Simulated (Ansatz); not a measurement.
Relaxation of C₃H₈AlN (13 atoms, charge 0, multiplicity 1), to a largest force component of 0.02 eV/Å in at most 40 steps.

These are results of RKS PBE0-D4/STO-3G in Ansatz, not measurements.

```xyz
13
Properties=species:S:1:pos:R:3
C -1.105 0.815 1.042
N -0.011 0.870 0.112
C -0.262 -0.016 -1.054
C 0.852 -1.129 -0.806
Al 1.423 -0.219 0.788
H -2.014 1.393 0.554
H -0.869 1.417 1.961
H -1.426 -0.158 1.296
H -1.264 -0.400 -1.064
H 0.013 0.528 -1.956
H 0.275 -2.107 -0.549
H 1.559 -1.204 -1.590
H 2.848 0.175 1.280
```

Problem. Where does it end, and by what steps?

Solution. The run converged. The force dipped under the threshold on the way, but the program's further checks kept it going. Limits of this set-up: minimal basis. After 11 steps the energy has fallen by 1.790 eV; H8 moved furthest, 0.91 Å.

```tsv
step	energy less start (eV)	largest force component (eV/Å)	accepted
0	0.0000	4.879	yes
1	-1.1342	1.515	yes
2	-1.3197	0.714	yes
3	-1.4581	1.014	yes
4	-1.5643	1.401	yes
5	-1.7072	0.997	yes
6	-1.7452	0.858	yes
7	-1.7312	0.619	no
8	-1.7813	0.297	yes
9	-1.7874	0.146	yes
10	-1.7897	0.017	yes
11	-1.7899	0.017	yes
```

```xyz
13
Properties=species:S:1:pos:R:3
C -1.174 1.104 1.043
N -0.083 0.316 0.461
C -0.332 -0.386 -0.838
C 1.069 -1.067 -1.041
Al 1.548 -0.243 0.608
H -1.504 1.922 0.373
H -0.840 1.560 1.989
H -2.068 0.487 1.264
H -1.163 -1.118 -0.771
H -0.592 0.319 -1.655
H 0.986 -2.158 -1.084
H 1.553 -0.730 -1.964
H 2.620 -0.040 1.630
```

Run time: 18 s on 1 thread of Intel(R) Xeon(R) 6975P-C (Granite Rapids) (shared host), peak memory 0.14 GiB.
